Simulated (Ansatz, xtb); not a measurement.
# Two isomers of C4H3BN2O

Structure a: `Bc1cnc(C#N)o1`, a singlet. Structure b: `Bc1nc(C#N)co1`, a singlet. Both are isolated molecules in the gas phase, relaxed with B3LYP/def2-SVP; the shapes shown needn't be the lowest conformers.

a (Å):

```xyz
11

C    -0.1929   -0.1957   -0.5450
C     0.2923    0.3041    0.6541
C     0.9991   -1.6702    0.5047
C     1.6276   -2.9358    0.7155
B    -1.0619    0.3939   -1.6507
N     1.0400   -0.6326    1.3038
N     2.1402   -3.9607    0.8925
O     0.2881   -1.4926   -0.6139
H    -1.3533   -0.2571   -2.6175
H    -1.4425    1.5279   -1.5210
H     0.1292    1.2991    1.0671
```

b (Å):

```xyz
11

C    -0.0706   -0.3645   -0.9621
C     0.4555   -1.3941    0.8446
C     0.5019   -2.4165    1.8416
C     1.1137   -0.1783    0.8539
B    -0.6372    0.0899   -2.3191
N    -0.2803   -1.4830   -0.3077
N     0.5550   -3.2325    2.6643
O     0.7936    0.4671   -0.2623
H    -0.3254    1.1626   -2.7609
H    -1.3812   -0.6490   -2.9010
H     1.7907    0.3007    1.5572
```

Quicker runs give these differences E(b) − E(a): GFN2-xTB +0.013 eV; HF/STO-3G −0.082 eV (at GFN2-xTB geometries); r2SCAN-D4/def2-SVP +0.017 eV (at GFN2-xTB geometries).

**Question.** Estimate which is lower in electronic energy at CCSD(T)/def2-SVP + ΔMP2/def2-TZVPP, and by roughly how much.

**Answer.** Too close to call at this level: CCSD(T)/def2-SVP + ΔMP2/def2-TZVPP gives E(b) − E(a) = +0.013 eV.

How the difference moves with the method:

```csv
level,geometry,E(b) − E(a) (eV),departure from the last row (eV),"job, with rough time for the two"
GFN2-xTB,GFN2-xTB,+0.013,+0.001,"optimisation, 0.46 s"
HF/STO-3G,GFN2-xTB,−0.082,−0.095,"single point, 1.5 s"
r2SCAN-D4/def2-SVP,GFN2-xTB,+0.017,+0.004,"single point, 11 s"
B3LYP/def2-SVP,B3LYP/def2-SVP,+0.021,+0.008,"optimisation, 2 min"
HF/def2-SVP,B3LYP/def2-SVP,−0.009,−0.021,part of the CCSD(T) run
MP2/def2-SVP,B3LYP/def2-SVP,+0.031,+0.018,part of the CCSD(T) run
CCSD(T)/def2-SVP,B3LYP/def2-SVP,+0.013,+0.001,single point
CCSD(T)/def2-SVP + ΔMP2/def2-TZVPP,B3LYP/def2-SVP,+0.013,,"single point, 3 min"
```

As drawn, both hold the same kinds of bond in the same numbers.

The largest departure from CCSD(T)/def2-SVP + ΔMP2/def2-TZVPP is that of HF/STO-3G, 0.095 eV. The last row adds to CCSD(T) the change of the MP2 difference between the two basis sets, here −0.001 eV.

With thermal terms from frequencies at re-optimised GFN2-xTB minima (ideal gas, soft modes damped towards free rotors, one conformer each, 298.15 K, 1 atm): on the last row, ΔE + ΔZPE = +0.005, ΔH = +0.006, ΔG = +0.005 eV.

The correlated steps freeze 8 core orbitals. Run with Ansatz 0.2.0, xtb 6.7.1; the last row on 2 threads of AMD EPYC (Zen 3) on a shared host.
